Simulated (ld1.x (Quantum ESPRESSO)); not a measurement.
**Before and after: ultrasoft potential for beryllium (Be)**

Be (Z = 4), ultrasoft, made with ld1.x (Quantum ESPRESSO) 7.5 (PBEsol, non-relativistic). Core none, reference 1s2 2s2 2p0. Waves: 1s (bound): rcut 0.65, rcutus 0.75 bohr; 2s (bound): rcut 0.65, rcutus 0.75 bohr; 2p (bound, empty): rcut 3.70, rcutus 4.45 bohr; 2p channel at 1.4 Ry: rcut 3.70, rcutus 4.45 bohr; 3d channel at 0.15 Ry: rcut 4.15, rcutus 4.55 bohr; 3d channel at 2.5 Ry: rcut 4.15, rcutus 4.55 bohr. Local part: all-electron potential smoothed inside 0.70 bohr (lloc = -1). Core correction: none. Augmentation charge: PSQ, radius 0.55 bohr.

All-electron outer shells of the reference configuration (PBEsol, non-relativistic, ld1.x):

```tsv
shell	level (eV)	outermost node (bohr)	outermost maximum (bohr)
1s	-105.44	–	0.27
2s	-5.54	0.60	2.07
2p	-1.97	–	2.31
```

Change: local potential all-electron potential smoothed inside 3.85 bohr (lloc = -1).

Cutoffs: the cutoffs (Ry, on a coarse ladder) from which the occupation-weighted sum of valence levels, in a spherical-Bessel basis at the reference potential, stays within 10 and 1 mRy of its value at 400 Ry; they do not see the model core or the augmentation charge, which bear on the density cutoff. Errors are all-electron minus pseudo energies relative to the spin-unpolarised reference configuration.

Problem. What does the change do?

Solution. The potential gets harder (120 Ry and 180 Ry → 140 Ry and 180 Ry); the number of tests with a reliable result goes from 7 to 0 (the test run of the changed file stopped, so its transferability is not established); the range in which the s phases agree narrows (upper end at the end of the scan → 2.0); the range in which the p phases agree widens (upper end 0.4 → 2.0); neither file shows a bound ghost.

```csv
quantity,base,changed
"cutoff, loose",120 Ry,140 Ry
"cutoff, tight",180 Ry,180 Ry
bound ghosts,none,none
tests with a reliable result,7 of 7,0 of 7 (the test run stopped)
s: phases at 4.93 bohr within 0.05 rad from the reference energy up to (Ry; the scan ends near 5),to the end of the scan,2.0
p: phases at 4.93 bohr within 0.05 rad from the reference energy up to (Ry; the scan ends near 5),0.4,2.0
d: phases at 4.93 bohr within 0.05 rad from the reference energy up to (Ry; the scan ends near 5),1.2,0.3
lowest overlap eigenvalue by channel,"s 0.31, p 0.74, d 0.89","s 0.71, p 0.77, d 0.93"
```
